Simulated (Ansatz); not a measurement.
Geometry optimisation, RKS PBE0-D4/def2-SVP in Ansatz 0.2.0.

The input (input.yaml):

```yaml
crystal:
  periodic: [false, false, false]
  atoms:
    - { symbol: O, position_ang: [0.06155, 1.0312, -1.36866] }
    - { symbol: S, position_ang: [1.12281, 0.63356, -0.21332] }
    - { symbol: C, position_ang: [0.23699, -0.44986, 0.74614] }
    - { symbol: Se, position_ang: [-1.44537, -0.95488, 0.462] }
    - { symbol: H, position_ang: [-0.78907, 0.56078, -1.20812] }
    - { symbol: H, position_ang: [0.81308, -0.8208, 1.58196] }
basis:
  gaussian: { orbitals: def2-SVP }
hamiltonian:
  xc: pbe0
  dispersion: d4
relax:
  f_tol: 0.015
  max_steps: 40
```

Run as:

```bash
$ ansatz run input.yaml --threads 1 --pin off --max-ram 2048MiB --backend cpu --events-out ev --progress --plain --runs-dir out
```

Problem. Where does it end, and by what steps?

Solution. It converged. After 6 steps the energy has fallen by 0.025 eV; H5 moved furthest, 0.05 Å.

```csv
step,energy less start (eV),largest force component (eV/Å),accepted
0,0.0000,0.508,yes
1,-0.0189,0.290,yes
2,-0.0227,0.134,yes
3,-0.0199,0.263,no
4,-0.0252,0.061,yes
5,-0.0252,0.067,no
6,-0.0253,0.011,yes
```

```xyz
6
Properties=species:S:1:pos:R:3
O 0.052 1.035 -1.375
S 1.115 0.630 -0.214
C 0.240 -0.446 0.743
Se -1.447 -0.923 0.420
H -0.786 0.527 -1.166
H 0.826 -0.824 1.592
```

Whether the end is a true minimum wasn't checked by a vibrational analysis.

The run took 67 s on 1 thread of Intel(R) Xeon(R) Processor @ 2.50GHz (Skylake/Cascade Lake), on a shared host, peak memory 0.2 GiB.
